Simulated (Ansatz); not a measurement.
`C[CH2][Sn][F]` + `[SH][Mg][Cl]` → `C[S][Mg][Cl]` + `[CH3][Sn][F]` at 700 K and 1 bar (substitution at a C–C bond).

Gas-phase electronic energies from Ansatz, PBE0-D4/def2-TZVP geometries. CBS: MP2 limit from def2 TZ/QZ plus the TZ coupled-cluster correction, frozen cores. def2 core potentials past Kr. For Mg, Sn outer-core shells are correlated without core-valence functions, which leaves a few kJ/mol of doubt a bond. One conformer a species, not always the lowest.

```csv
species,CCSD(T)/CBS energy (Eh),H − E (kJ/mol),S (J/(mol·K))
`C[CH2][Sn][F]`,-392.96747,236.7,440.6
`[SH][Mg][Cl]`,-1058.17129,70.2,363.1
`C[S][Mg][Cl]`,-1097.42002,166.1,435.3
`[CH3][Sn][F]`,-353.71142,144.2,384.8
```

H − E and S are ideal-gas, rigid-rotor, harmonic terms from PBE0-D4/def2-TZVP, for one conformer and one mirror image of each species. 1 Eh = 2625.50 kJ/mol, R = 8.31446 J/(mol·K).

Q: By hand: ΔE, ΔH, ΔS and ΔG.

A: ΔE = (-1097.42002) + (-353.71142) − (-392.96747) − (-1058.17129) = 0.00732 Eh = 19.2 kJ/mol. Δ(H − E) = 166.1 + 144.2 − 236.7 − 70.2 = 3.4, so ΔH = 22.6 kJ/mol. ΔS = 435.3 + 384.8 − 440.6 − 363.1 = 16.4 J/(mol·K). ΔG = 22.6 − 700 × (16.4)/1000 = 11.1 kJ/mol.

Q: By hand: the equilibrium constant, and the temperature at which ΔG would vanish if ΔH and ΔS stayed fixed.

A: log₁₀ K = −ΔG/(RT ln 10) = -0.8. ΔG = 0 at ΔH/ΔS = 1378 K, though so small a ΔS makes that figure unsure.

TΔS isn't small against ΔH here. A doubt of 5 kJ/mol in ΔE shifts log₁₀ K by 0.4 here. Other conformers and mirror images would add mixing entropy, several J/(mol·K) or more a flexible species. Modes under 60 cm⁻¹, often nearly free rotors, make the harmonic entropy too high. These are equilibria of isolated gas molecules and say nothing of rates. Largest T1 diagnostic: 0.015 (customary marks: 0.02 for closed shells, 0.045 for open ones).
